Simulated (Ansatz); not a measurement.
`CB(O)S` and `CBO` differ in one atom or group.

Ansatz, PBE0-D4/def2-TZVP geometries, multiplicity 1. Each molecule was computed in one conformer, which needn't be the lowest.

```tsv
property	`CB(O)S`
HOMO–LUMO gap (PBE0/def2-TZVPP) / eV	7.83
zero-point energy (PBE0-D4/def2-TZVP) / kJ/mol	172.4
size of the dipole moment (ωB97M-V/def2-TZVPP) / D	0.34
HOMO energy (B3LYP/def2-TZVPP) / eV	-7.40
LUMO energy (B3LYP/def2-TZVPP) / eV	-0.16
HOMO energy (ωB97M-V/def2-TZVPP) / eV	-9.86
```

(1) What does the change do to each property? (Estimate.)

## Answers

(1) Ansatz gave: 
```csv
property,`CBO`,shift
HOMO–LUMO gap (PBE0/def2-TZVPP) / eV,8.78,0.95
zero-point energy (PBE0-D4/def2-TZVP) / kJ/mol,168.2,-4.2
size of the dipole moment (ωB97M-V/def2-TZVPP) / D,1.05,0.71
HOMO energy (B3LYP/def2-TZVPP) / eV,-8.38,-0.98
LUMO energy (B3LYP/def2-TZVPP) / eV,-0.05,0.11
HOMO energy (ωB97M-V/def2-TZVPP) / eV,-10.92,-1.06
```

The zero-point energy changes by -4.2 kJ/mol with -3 modes. Dipoles are sizes alone; their direction can turn.

B3LYP here is the variant with VWN-RPA as its local correlation; programs differ in this.
